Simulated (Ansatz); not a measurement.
`[CH3][Ge]([Cl])([Cl])[Cl]` + HBr → `[Cl][Ge]([Cl])([Cl])[Br]` + CH₄ at 600 K and 1 bar (ligand exchange at a Ge–C bond).

Program: Ansatz. Geometries: PBE0-D4/def2-TZVP. ΔE: electronic, gas phase. CCSD(T)/CBS is the MP2 limit (def2-TZVPP, def2-QZVPP) plus CCSD(T) − MP2 in def2-TZVPP, frozen cores. This one scheme is used for every species. For Br, Ge outer-core shells are correlated without core-valence functions, which leaves a few kJ/mol of doubt a bond. Scalar relativity is left out up to krypton.

```tsv
species	CCSD(T)/CBS energy (Eh)	H − E (kJ/mol)	S (J/(mol·K))
`[CH3][Ge]([Cl])([Cl])[Cl]`	-3495.45170	168.6	454.8
HBr	-2573.91920	33.5	219.1
`[Cl][Ge]([Cl])([Cl])[Br]`	-6028.93261	66.7	443.5
CH₄	-40.46206	140.4	215.7
```

H − E and S are ideal-gas, rigid-rotor, harmonic terms from PBE0-D4/def2-TZVP. 1 Eh = 2625.50 kJ/mol, R = 8.31446 J/(mol·K).

**Question.** By hand: ΔE, ΔH, ΔS and ΔG.

**Answer.** ΔE = (-6028.93261) + (-40.46206) − (-3495.45170) − (-2573.91920) = -0.02377 Eh = -62.4 kJ/mol. Δ(H − E) = 66.7 + 140.4 − 168.6 − 33.5 = 5.0, so ΔH = -57.4 kJ/mol. ΔS = 443.5 + 215.7 − 454.8 − 219.1 = -14.7 J/(mol·K). ΔG = -57.4 − 600 × (-14.7)/1000 = -48.6 kJ/mol.

**Question.** By hand: the equilibrium constant, and the temperature at which ΔG would vanish if ΔH and ΔS stayed fixed.

**Answer.** log₁₀ K = −ΔG/(RT ln 10) = 4.2. ΔG = 0 at ΔH/ΔS = 3905 K, far beyond where these terms or the molecules hold.

The number of gas molecules stays the same, so ΔS is small and ΔH decides. A doubt of 5 kJ/mol in ΔE shifts log₁₀ K by 0.4 here. These are equilibria of isolated gas molecules and say nothing of rates. Largest T1 diagnostic: 0.009 (customary marks: 0.02 for closed shells, 0.045 for open ones).
